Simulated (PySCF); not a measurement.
Bonds: Si1-N2 1.701 Å, Si1-Cl11 2.049 Å, Si1-Cl12 2.049 Å, Si1-Cl13 2.059 Å, N2-C3 1.447 Å, N2-C4 1.447 Å. C3 carries H5, H6, H7; C4 carries H8, H9, H10.

PySCF calculation with geometry: PBE0-D3(BJ)/def2-SVP and GIAO KT2/pcSseg-1 shieldings; non-relativistic, fast rotation and ring inversion assumed for equivalent nuclei, one computed conformer, no solvent model.

Shifts are taken against calculated references (same method and geometry level): $^{13}$C and $^{1}$H and $^{29}$Si vs TMS; NH3 for $^{15}$N; HCl for $^{35}$Cl.

| atoms | nucleus | count | δ (ppm) |
| --- | --- | --- | --- |
| H5/H6/H7/H8/H9/H10 | $^{1}$H | 6 | 2.66 |
| Si1 | $^{29}$Si | 1 | -5.2 |
| Cl11/Cl12/Cl13 | $^{35}$Cl | 3 | ? |
| C3/C4 | $^{13}$C | 2 | 38.2 |
| N2 | $^{15}$N | 1 | ? |

Problem. Fill in the missing shifts.

Solution. 
- N2: 65.8 ppm, nitrogen bonded to 2 C, Si
- Cl11/Cl12/Cl13: 159 ppm, chlorine bonded to Si

Shifts are as computed. Against solution values, carbons near 30 ppm lie about +2 ppm off and those near 130 ppm about -5 ppm. Of 1309 compounds with measured shifts, 239 miss one by over three times the rms of a fit or turn the order of signals round; such compounds aren't used in these exercises. The averaged Cl atoms aren't alike in the static structure (σ from 748 to 802 ppm); the average presumes fast exchange among these sites. Experimental scales use liquid or dissolved standards, which lie at an offset from isolated NH3 (liquid NH3: subtract about 20 ppm).
